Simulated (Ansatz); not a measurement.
Consider the redistribution: `C[O][Ga]([OH])[SH]` + `[Li][Cl]` → `C[O][Ga]([OH])[Cl]` + `[Li][SH]`.

Computed with Ansatz on PBE0-D4/def2-TZVP structures; ΔE is electronic, products minus reactants. CCSD(T)/CBS is the MP2 limit (def2-TZVPP, def2-QZVPP) plus CCSD(T) − MP2 in def2-TZVPP, frozen cores. DFT in def2-TZVPP. For Ga, Li outer-core shells are correlated without core-valence functions, which leaves a few kJ/mol of doubt a bond. Scalar relativity is left out up to krypton. One conformer a species, not always the lowest.

(1) Is it downhill or uphill in electronic energy at CCSD(T)/CBS, and by how much? (An estimate is asked.)

(2) What do these levels give: PBE0-D4, ωB97X-V, HF/def2-TZVPP, CCSD/def2-TZVPP, MP2/def2-QZVPP, CCSD/CBS(def2)? (An estimate is asked.)

Largest T1 diagnostic among the species: 0.014.

Answers

(1) Ansatz gave: Uphill: ΔE = +60.5 kJ/mol.

(2) The calculation gave: PBE0-D4 61.1, ωB97X-V 60.0, HF/def2-TZVPP 56.4, CCSD/def2-TZVPP 57.6, MP2/def2-QZVPP 60.3, CCSD/CBS(def2) 60.5 kJ/mol.
